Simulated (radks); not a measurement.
The mean radii <r> (bohr) of the occupied orbitals of an atom or ion are listed with their occupations. Calculated with a radial shooting solver on a logarithmic mesh with Libxc functionals: Dirac Kohn-Sham, BP86, spin-unpolarised, spherical densities, finite nucleus; Fermi nuclear charge, rms radius of each element as measured or else 0.836 A^(1/3) + 0.57 fm.

| orbital | occ. | <r> |
|---|---|---|
| 1s1/2 | 2 | 0.03111 |
| 2s1/2 | 2 | 0.1345 |
| 2p1/2 | 2 | 0.1141 |
| 2p3/2 | 4 | 0.1192 |
| 3s1/2 | 2 | 0.3683 |
| 3p1/2 | 2 | 0.3600 |
| 3p3/2 | 4 | 0.3709 |
| 3d3/2 | 4 | 0.3437 |
| 3d5/2 | 6 | 0.3472 |
| 4s1/2 | 2 | 0.9095 |
| 4p1/2 | 2 | 0.9744 |
| 4p3/2 | 4 | 1.005 |
| 4d3/2 | 3.6 | 1.303 |
| 4d5/2 | 5.4 | 1.320 |
| 5d3/2 | 0.4 | 5.767 |
| 5d5/2 | 0.6 | 5.798 |

Name the element and its charge. Open shells, if any, are shared by 2j + 1.

Answer. Z = 47, silver, charge +1: Ag+ in [Kr] 4d9 5d1. The 1s radius gives Z: for a bare nucleus <r> = (2 gamma + 1)/(2Z) with gamma = sqrt(1 - (Z/c)^2), 0.03062 bohr for Z = 47, and screening makes it slightly larger (0.03111 here). The occupations add up to 46, and the charge is Z minus that.
